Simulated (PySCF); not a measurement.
An unknown is described by computed data only.

Formula: C2H7ClOSi3.

- UV, strongest line: among the 8 lowest singlet transitions: S6 at 6.75 eV (184 nm, f = 0.077) [TDDFT B3LYP/def2-SVPD]
- UV, first state: lowest singlet excitation: 5.80 eV (214 nm, f = 0.006) [TDDFT B3LYP/def2-SVPD]
- 1H NMR: chemical shifts (computed TMS as zero) by class: 6.00 (1 H), 5.27 (3 H), 4.41 (1 H), 4.17 (1 H), 2.00 (1 H) ppm [GIAO PBE0/pcSseg-1]
- Triplet: lowest triplet excitation (Tamm–Dancoff): 4.94 eV [TDA B3LYP/def2-SVPD]
- 13C NMR: chemical shifts (computed TMS as zero) by class: 107.4 (1 C), 81.9 (1 C) ppm [GIAO PBE0/pcSseg-1]
- Polarisability: 117.1 au [B3LYP/def2-SVPD]
- NMR, other nuclei: isotropic shieldings of nuclei other than C and H, by class: 290 (1 O), 357 (1 Si), 392 (1 Si), 454 (1 Si), 885 (1 Cl) ppm [GIAO PBE0/pcSseg-1]
- Rotational structure: rotational constants A, B, C: 1.297, 0.884, 0.567 GHz [GFN2-xTB]
- Dipole: 1.65 D [B3LYP/def2-SVPD]

The electronic properties come from PySCF, for the isolated species, density fitting. Levels stand in brackets. The structure is a single GFN2-xTB conformer in the gas phase; no vibrational or solvent corrections. Each NMR value is the plain mean over a class of atoms that symmetry, rotation or inversion makes alike.

Question: Propose a structure and show how it fits.

Answer: Numbering: `[CH:1]#[C:2][SiH2:3][Si@H:4]([Cl:5])[O:6][SiH3:7]`. Its formula, C2H7ClOSi3, gives 2 degrees of unsaturation: 0 rings and 2 π bonds in the structure found. 2 carbons fall into 2 classes; from least to most shielded: terminal alkyne carbon [C1] (107.4 ppm), alkyne carbon [C2] (81.9 ppm). Hydrogen classes from least to most shielded: 1 H on a chlorine-bound silicon, Si4 (6.00 ppm), 3 H on an oxygen-bound silicon, Si7 (5.27 ppm), 1 H on an SiH2 silicon, Si3 (4.41 ppm), 1 H on an SiH2 silicon, Si3 (4.17 ppm), 1 H on a terminal alkyne carbon, C1 (2.00 ppm). The other shieldings belong to: 290 ppm, siloxane oxygen [O6]; 357 ppm, chlorine-bound silicon [Si4]; 392 ppm, oxygen-bound silicon [Si7]; 454 ppm, SiH2 silicon [Si3]; 885 ppm, silicon-bound chlorine [Cl5]. The optimised geometry has point group C1 and is an asymmetric top. Structure: `C#C[SiH2][Si@H](Cl)O[SiH3]`. Computed isomers that give other values at the same levels: `[SiH3]C#C[SiH2]O[SiH2]Cl` (13C chemical shifts (computed TMS as zero) by class: 118.9 (1 C), 114.6 (1 C) ppm); `C#C[Si@@H](Cl)[SiH2]O[SiH3]` (13C chemical shifts (computed TMS as zero) by class: 107.5 (1 C), 88.8 (1 C) ppm); `C#C[Si@]([SiH3])(Cl)O[SiH3]` (13C chemical shifts (computed TMS as zero) by class: 101.3 (1 C), 91.6 (1 C) ppm). The assignments are read from this structure; whether some other isomer fits the data as well wasn't checked. The mirror image fits equally.

The values belong to the conformer `[CH:1]#[C:2][SiH2:3][Si@H:4]([Cl:5])[O:6][SiH3:7]`: C2–Si3–Si4–Cl5 166°, Si3–Si4–O6–Si7 32°.
